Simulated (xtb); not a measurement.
C3H5ClOSi, SMILES C1[Si@H](OC=C1)Cl. All values are semi-empirical tight-binding results from xtb (GFN2-xTB unless named), good for trends rather than for accurate numbers. The structure is a stationary point at GFN2-xTB. The structure was generated by enumeration; whether it is a known compound was not checked. One conformer was computed; it need not be the lowest.

Optimised geometry:

```xyz
11

Cl     1.9445    -0.0338    -0.8238
Si     0.4701    -0.0581     0.5343
C     -0.9190    -1.3379     0.2380
C     -2.0949    -0.4289     0.0138
C     -1.8204     0.8632     0.0670
O     -0.5251     1.2381     0.3154
H      1.0103     0.0119     1.8820
H     -1.1008    -1.9934     1.0892
H     -0.7662    -1.9851    -0.6273
H     -3.0764    -0.8188    -0.1871
H     -2.4977     1.6891    -0.0677
```
Charge 0, spin multiplicity 1.

Computed properties:
- orbital gap = 4.92 eV
- dipole moment = 2.40 D
- zero-point energy = 46.1 kcal/mol
- G − E(el) at 298.15 K (modified RRHO) = 26.6 kcal/mol
- static polarisability (D4 model) = 77.6 bohr³
- solvation energy, GFN2-xTB/ALPB(water) = -0.5 kcal/mol
- solvation energy, GFN2-xTB/ALPB(chcl3) = -4.9 kcal/mol

Computed atomic charges and the Wiberg bond orders between heavy atoms:
charges (e) Cl1 -0.21, Si2 0.59, C3 -0.15, C4 -0.08, C5 0.08, O6 -0.35, H7 -0.05, H8 0.04, H9 0.05, H10 0.04, H11 0.04. Bond orders Cl1–Si2 1.11, Si2–C3 0.86, C3–C4 1.04, C4–C5 1.89, Si2–O6 1.06, C5–O6 1.04.
